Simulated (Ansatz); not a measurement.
Ansatz (an electronic-structure program) input:

Ansatz 0.2 input:
```yaml
crystal:
  periodic: [false, false, false]
  atoms:
    - {symbol: Nb, position_ang: [-0.00000000, -0.00000000, -0.27558383]}
    - {symbol: O, position_ang: [0.00000000, 0.00000000, 1.41236713]}
basis:
  gaussian:
    orbitals: def2-TZVP
hamiltonian:
  xc: b3lyp
  dispersion: d3bj
magnetization: {spin_polarized: true, initial_magnetization: 3}
phonons: {temperatures: {t_min: 298.15, t_max: 298.15, t_step: 100}}
```

Question: What final total energy does it print?

Answer: -132.21976 Eh (B3LYP-D3(BJ)/def2-TZVP). The basis has 71 functions.

The spin state was set by rule; other spins were not relaxed.
